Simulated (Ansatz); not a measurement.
`IB(I)I` at its PBE0-D4/def2-TZVP geometry, where that method's forces vanish. The species carries charge 0 and has multiplicity 1. I: def2 effective core potential.

```xyz
4

I     1.3998    0.0929   -1.5767
B     0.0000    0.0000    0.0000
I    -1.7885   -1.0941   -0.2400
I     0.3887    1.0012    1.8167
```

(1) What forces (eV/Å) does PBE-D4/def2-TZVPP give on these atoms in the Gaussian-basis code of Ansatz? (Best estimate.)

## Answers

(1) Computed: 
```
I1   0.157  0.011 -0.176
B2   0.000  0.000  0.000
I3  -0.201 -0.123 -0.027
I4   0.044  0.112  0.203
```
